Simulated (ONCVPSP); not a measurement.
An all-electron radial function and its pseudo partner (cadmium (Cd))

Columns: radius, all-electron u(r) and pseudo u(r) of the 4d shell (level -11.90 eV) of cadmium in the configuration [Ar] 3d10 4s2 4p6 4d10 5s2; LDA (Perdew-Wang 92), scalar-relativistic, ONCV scheme, ONCVPSP 4.0.1.

| r (bohr) | all-electron | pseudo |
| --- | --- | --- |
| 0.082 | -0.1733 | 0.0026 |
| 0.165 | -0.4388 | 0.0206 |
| 0.248 | -0.4609 | 0.0664 |
| 0.330 | -0.2803 | 0.1449 |
| 0.413 | -0.0084 | 0.2570 |
| 0.495 | 0.2657 | 0.3916 |
| 0.578 | 0.5045 | 0.5386 |
| 0.660 | 0.6858 | 0.6791 |
| 0.742 | 0.8126 | 0.8010 |
| 0.825 | 0.8917 | 0.8950 |
| 0.908 | 0.9312 | 0.9538 |
| 0.990 | 0.9406 | 0.9769 |
| 1.072 | 0.9289 | 0.9692 |
| 1.155 | 0.9020 | 0.9371 |
| 1.238 | 0.8653 | 0.8898 |
| 1.320 | 0.8232 | 0.8367 |
| 1.402 | 0.7779 | 0.7833 |
| 1.485 | 0.7309 | 0.7321 |
| 1.568 | 0.6839 | 0.6839 |
| 1.650 | 0.6386 | 0.6385 |
| 1.733 | 0.5944 | 0.5943 |
| 1.815 | 0.5527 | 0.5526 |
| 1.898 | 0.5127 | 0.5126 |
| 1.980 | 0.4756 | 0.4755 |
| 2.062 | 0.4407 | 0.4407 |
| 2.145 | 0.4078 | 0.4077 |

(1) How many radial nodes do the two functions have?

(2) At about which radius was the pseudo-wave matched?

(3) Where does each function peak?

(4) Is the pseudo-wave norm-conserving?

Results:

(1) The all-electron 4d function has n − l − 1 = 1; the pseudo-wave has 0, since the states of the same l below it are removed with the core.

(2) 1.65 bohr, where the columns begin to agree (steps of 0.08 bohr).

(3) Outermost all-electron maximum near 0.99 bohr, pseudo maximum near 0.99 bohr (to the table’s step).

(4) Yes: the ONCV scheme keeps the norm inside the radius equal to the all-electron one, which fixes the energy derivative of the logarithmic derivative at the level.
